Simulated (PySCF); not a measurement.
## Electron correlation in Zn²⁺ (zinc, charge +2)

[Ar] 3d9 4s1, high-spin 3D determinant (an excited configuration). All numbers are calculated (PySCF 2.14, no relativity, point nucleus, in def2-TZVPPD). Frozen: [Ar]; 10 electrons correlated.

MP2 pair energies summed by pair of shells (mhartree):

| pair | energy | share (%) |
| --- | --- | --- |
| 3d-3d | -311.21 | 93.1 |
| 3d-4s | -23.23 | 6.9 |

Total MP2 correlation energy: -334.44 mhartree.

Same-spin part -125.48 and opposite-spin part -208.96 mhartree; SCS-MP2 scales them by 1/3 and 6/5 to -292.58 mhartree.
